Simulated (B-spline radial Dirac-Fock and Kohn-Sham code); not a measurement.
Photoelectron lines of Nd²⁺ at 1810 eV

System: Nd²⁺ in the configuration [Xe] 4f4.

Input of the calculation (task.json; shells as n, l, electrons):

```json
{"items": [{
  "Z": 60,
  "q": 2,
  "cfg": [[1, 0, 2], [2, 0, 2], [2, 1, 6], [3, 0, 2], [3, 1, 6], [3, 2, 10], [4, 0, 2], [4, 1, 6], [4, 2, 10], [4, 3, 4], [5, 0, 2], [5, 1, 6]],
  "A": 142,
  "rrms": 4.9123,
  "do": ["binding", "quiet", "photo"],
  "hv": [47.0, 53.9, 93.0, 155.0, 236.0, 245.0, 282.0, 932.0, 1810.0, 2070.0, 2630.0, 2910.0, 4050.0, 4510.0, 4740.0, 5330.0, 7660.0, 15400.0, 17200.0, 26400.0, 44200.0, 49500.0, 108000.0, 151000.0]
}]}
```

Command: `python xray_run.py task.json out`

Calculated with an atomic code on a B-spline grid, using the independent-particle Dirac-Slater model, thresholds from Dirac-Fock. The asymmetry parameter β is from the dipole term alone. Kinetic energies are from the vacuum level. Open shells are spread statistically over j, without multiplet splitting.

```
subshell  electrons  binding (eV)  kinetic (eV)  σ (kb)     β
      3s          2        1597.6         212.4    45.0  1.97
   3p1/2          2        1423.3         386.7    63.4  1.30
   3p3/2          4        1318.9         491.1     139  1.37
   3d3/2          4        1018.8         791.2     199  1.10
   3d5/2          6         996.9         813.1     286  1.13
      4s          2         344.5        1465.5    13.4  1.98
   4p1/2          2         277.1        1532.9    15.9  1.69
   4p3/2          4         254.6        1555.4    32.2  1.71
   4d3/2          4         142.4        1667.6    28.1  1.36
   4d5/2          6         138.5        1671.5    40.1  1.34
   4f5/2       1.71         18.90        1791.1    1.18  1.00
   4f7/2       2.29         18.52        1791.5    1.51  0.99
      5s          2         61.83        1748.2    2.39  1.98
   5p1/2          2         41.61        1768.4    2.31  1.72
   5p3/2          4         38.51        1771.5    4.51  1.74
```

Branching ratios of the spin-orbit partners (statistical value in brackets): 3p 2.19 (2.00), 3d 1.44 (1.50), 4p 2.03 (2.00), 4d 1.43 (1.50), 4f 1.28 (1.33), 5p 1.95 (2.00).

Run: 7.4 s of CPU time on 1 thread of Intel(R) Xeon(R) Platinum 8375C CPU @ 2.90GHz (shared host), peak memory 0.43 GiB.
